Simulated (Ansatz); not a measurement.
4 gas-phase steps of d-block species, written in SMILES but for small gases and atoms, in each of which the number of molecules changes (small partners taken up: H2O; given off: none). Reaction energies in kJ/mol, right side less left side, on B3LYP-D3(BJ)/def2-TZVP stationary points reached from drawn starts (curvature not checked).

```
row                                                             step  r2SCAN/def2-TZVPP  wB97M-V/def2-TZVPP
---  ---------------------------------------------------------------  -----------------  ------------------
1                    [O]=[Ti]=[O] + 2 H2O → [OH][Ti]([OH])([OH])[OH]             -521.7                   ?
2    [O]=[W](=[O])=[O] + 3 H2O → [OH][W]([OH])([OH])([OH])([OH])[OH]             -435.3              -438.8
3    [O]=[Ti] (multiplicity 3) + H2O → [OH][Ti][OH] (multiplicity 3)             -230.0              -256.8
4                [O]=[Ti]([OH])[OH] + H2O → [OH][Ti]([OH])([OH])[OH]             -226.3              -219.7
```

No zero-point or thermal terms; singlets are restricted closed shells; open shells are unrestricted; no spin–orbit coupling. The spin states of the d-block species are the ones drawn and need not be the lowest. One arrangement of each flexible species, with no search for the lowest.

Programs: Ansatz (Gaussian orbitals). All values are computed, each at the level named. Elements past Kr take the def2 small-core potentials, without spin–orbit coupling.

The rows were drawn at random from the listed steps of this kind that kept their bonds on relaxing, hold no state known to be excited and show no strong spin contamination (nor T1 past 0.05 where coupled cluster ran); restricted singlets weren't searched for lower solutions, and sets that span under 5 kcal/mol aren't shown. They stand in the order of the third column.

### Question
Fit a straight line y = a + b·x through the complete rows, with x the r2SCAN/def2-TZVPP and y the wB97M-V/def2-TZVPP value, and use it for row 1. How does it compare with the computed value?

### Answer
Means over the 3 complete rows: x -297.20, y -305.10. Σ(x − x̄)(y − ȳ) = 27764.59 and Σ(x − x̄)² = 28614.26, so b = 0.970 and a = -305.10 − 0.970 × (-297.20) = -16.82 kJ/mol. The residuals have rms 13.68 and median size 16.63 kJ/mol; without the fit y − x has mean -7.90 and median -3.50 kJ/mol. For row 1 the line gives -16.82 + 0.970 × (-521.7) = -522.9 kJ/mol, an extrapolation past the fitted range. The computed wB97M-V/def2-TZVPP value is -531.9 kJ/mol, 9.0 kJ/mol below the line. Taking y = x would miss by 10.2 kJ/mol, so here the line does better. wB97M-V/def2-TZVPP is a functional with errors of its own, not an exact or measured value.

Ansatz is an electronic-structure program.
